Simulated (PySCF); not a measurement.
## Radial density of Ga⁺ (gallium, charge +1)

M06-L, [Ar] 3d10 4s2, closed-shell 1S. Calculation: PySCF 2.14, in pcseg-2; no relativity, point nucleus.

| r (bohr) | 4πr²ρ (e/bohr) |
| --- | --- |
| 0.000954 | 0.2201 |
| 0.00160 | 0.5985 |
| 0.00270 | 1.582 |
| 0.00454 | 3.993 |
| 0.00764 | 9.324 |
| 0.0128 | 19.12 |
| 0.0216 | 31.66 |
| 0.0363 | 37.56 |
| 0.0611 | 31.51 |
| 0.103 | 35.12 |
| 0.173 | 42.76 |
| 0.291 | 23.48 |
| 0.489 | 26.03 |
| 0.823 | 17.18 |
| 1.38 | 3.935 |
| 2.33 | 1.140 |
| 3.92 | 0.1468 |
| 6.59 | 0.002312 |
